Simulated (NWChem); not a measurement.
SiNH2Cl, singlet; SMILES N[Si]Cl

```xyz
5

Si     0.7247     0.5943     0.0000
Cl    -0.1493    -1.3357     0.0000
N     -0.7260     1.5052     0.0000
H     -1.6684     1.1226     0.0000
H     -0.7135     2.5210     0.0000
```
Atoms are numbered in this order, from 1.

Level: PBE0/def2-SVP (NWChem), optimised geometry, unscaled harmonic frequencies. Low-valent species are run as closed-shell singlets; no triplet was tried in these runs.

| frequency (cm⁻¹) | IR intensity (km/mol) |
|---|---|
| 257 | 3.9 |
| 491 | 80.2 |
| 521 | 65.9 |
| 552 | 146.2 |
| 748 | 55.6 |
| 877 | 82.0 |
| 1519 | 66.1 |
| 3573 | 39.6 |
| 3690 | 52.6 |

```yaml
zero_point_energy: 17.5 kcal/mol
thermal correction to the enthalpy at 298.15 K (with zero-point energy): 20.6 kcal/mol
heat capacity Cv: 12.7 cal/(mol K)
entropy at 298.15 K and 1 atm (symmetry number 1): 67.3 cal/(mol K)
dipole_moment: 2.88 D
```

Rigid rotor and harmonic oscillator.
